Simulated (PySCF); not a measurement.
Compound: C3H2N4.
Bonds: N1–C2 (triple), C2–C3, C3–C4 (aromatic), C4–N5 (aromatic), N5–N6 (aromatic), N6–N7 (aromatic), C3–N7 (aromatic). Hydrogens: H8 on C4; H9 on N5.

The same species was optimised twice, with GFN2-xTB and with PBE0-D3(BJ)/def2-SVP (PySCF), and the same property calculations (PySCF, gas phase) were run on both structures.

```json
{"coordinate": "N6–N7 (Å)", "GFN2-xTB": "1.265", "PBE0-D3(BJ)/def2-SVP": "1.282", "change": "+0.017"}
{"coordinate": "C2–C3 (Å)", "GFN2-xTB": "1.406", "PBE0-D3(BJ)/def2-SVP": "1.422", "change": "+0.016"}
{"coordinate": "N1≡C2 (Å)", "GFN2-xTB": "1.145", "PBE0-D3(BJ)/def2-SVP": "1.158", "change": "+0.013"}
{"coordinate": "C3–N7 (Å)", "GFN2-xTB": "1.361", "PBE0-D3(BJ)/def2-SVP": "1.366", "change": "+0.005"}
{"coordinate": "C4–N5 (Å)", "GFN2-xTB": "1.348", "PBE0-D3(BJ)/def2-SVP": "1.345", "change": "-0.003"}
{"coordinate": "C3–C4 (Å)", "GFN2-xTB": "1.386", "PBE0-D3(BJ)/def2-SVP": "1.383", "change": "-0.003"}
{"coordinate": "N5–N6 (Å)", "GFN2-xTB": "1.333", "PBE0-D3(BJ)/def2-SVP": "1.334", "change": "+0.001"}
{"coordinate": "C4–N5–N6 (°)", "GFN2-xTB": "110.4", "PBE0-D3(BJ)/def2-SVP": "112.0", "change": "+1.6"}
{"coordinate": "N5–N6–N7 (°)", "GFN2-xTB": "109.1", "PBE0-D3(BJ)/def2-SVP": "107.9", "change": "-1.2"}
{"coordinate": "C4–C3–N7 (°)", "GFN2-xTB": "107.6", "PBE0-D3(BJ)/def2-SVP": "108.4", "change": "+0.8"}
{"coordinate": "C3–C4–N5 (°)", "GFN2-xTB": "103.7", "PBE0-D3(BJ)/def2-SVP": "102.9", "change": "-0.8"}
{"coordinate": "C2–C3–N7 (°)", "GFN2-xTB": "123.9", "PBE0-D3(BJ)/def2-SVP": "123.2", "change": "-0.7"}
{"coordinate": "C3–N7–N6 (°)", "GFN2-xTB": "109.3", "PBE0-D3(BJ)/def2-SVP": "108.9", "change": "-0.4"}
{"coordinate": "C2–C3–C4 (°)", "GFN2-xTB": "128.5", "PBE0-D3(BJ)/def2-SVP": "128.3", "change": "-0.2"}
{"coordinate": "N1–C2–C3 (°)", "GFN2-xTB": "178.8", "PBE0-D3(BJ)/def2-SVP": "178.7", "change": "-0.1"}
```

Rotational constants: A = 10044, B = 2034, C = 1692 MHz (GFN2-xTB) against A = 9935, B = 2014, C = 1675 MHz (PBE0-D3(BJ)/def2-SVP). Point groups within 0.08 Å: Cs and Cs.

On the GFN2-xTB structure: lowest singlet, TDDFT (eV) 5.44 [B3LYP/def2-SVPD]; lowest triplet, Tamm–Dancoff (eV) 4.42 [B3LYP/def2-SVPD]; isotropic polarisability (au) 58.2 [B3LYP/def2-SVPD]; HOMO (eV) -8.16 [B3LYP/def2-SVPD]; LUMO (eV) -1.55 [B3LYP/def2-SVPD]; dipole (D) 6.44 [B3LYP/def2-SVPD]; HOMO (eV) -8.36 [PBE0/pcSseg-1]; LUMO (eV) -1.25 [PBE0/pcSseg-1]; dipole (D) 6.48 [PBE0/pcSseg-1]; GIAO shielding of N1 (ppm) -61.4 [PBE0/pcSseg-1]; GIAO shielding of C2 (ppm) 70.0 [PBE0/pcSseg-1]; GIAO shielding of C3 (ppm) 60.7 [PBE0/pcSseg-1]; GIAO shielding of C4 (ppm) 50.0 [PBE0/pcSseg-1]; GIAO shielding of N5 (ppm) 16.4 [PBE0/pcSseg-1]; GIAO shielding of N6 (ppm) -134.9 [PBE0/pcSseg-1]; GIAO shielding of N7 (ppm) -129.1 [PBE0/pcSseg-1].

Problem. What do these properties become on the PBE0-D3(BJ)/def2-SVP structure?

Solution. 
```csv
property,level,on GFN2-xTB,on PBE0-D3(BJ)/def2-SVP,change
"lowest singlet, TDDFT (eV)",B3LYP/def2-SVPD,5.44,5.57,+0.13
"lowest triplet, Tamm–Dancoff (eV)",B3LYP/def2-SVPD,4.42,4.45,+0.03
isotropic polarisability (au),B3LYP/def2-SVPD,58.2,58.8,+0.6
HOMO (eV),B3LYP/def2-SVPD,-8.16,-8.18,-0.02
LUMO (eV),B3LYP/def2-SVPD,-1.55,-1.54,+0.01
dipole (D),B3LYP/def2-SVPD,6.44,6.48,+0.04
"energy, GFN2-xTB geometry as zero (kcal/mol)",B3LYP/def2-SVPD,0.0,-1.2,-1.2
HOMO (eV),PBE0/pcSseg-1,-8.36,-8.38,-0.02
LUMO (eV),PBE0/pcSseg-1,-1.25,-1.24,+0.01
dipole (D),PBE0/pcSseg-1,6.48,6.53,+0.05
"energy, GFN2-xTB geometry as zero (kcal/mol)",PBE0/pcSseg-1,0.0,-0.8,-0.8
GIAO shielding of N1 (ppm),PBE0/pcSseg-1,-61.4,-65.9,-4.5
GIAO shielding of C2 (ppm),PBE0/pcSseg-1,70.0,67.5,-2.5
GIAO shielding of C3 (ppm),PBE0/pcSseg-1,60.7,58.6,-2.1
GIAO shielding of C4 (ppm),PBE0/pcSseg-1,50.0,52.2,+2.2
GIAO shielding of N5 (ppm),PBE0/pcSseg-1,16.4,15.0,-1.4
GIAO shielding of N6 (ppm),PBE0/pcSseg-1,-134.9,-139.2,-4.3
GIAO shielding of N7 (ppm),PBE0/pcSseg-1,-129.1,-139.1,-10.0
```

The heavy atoms differ by 0.013 Å rms after alignment. Among bonds between heavy atoms C2–C3 and N6–N7 change most and about equally (+0.016 to +0.017 Å). Changes are differences of the printed values. Neither structure is proved a minimum here.
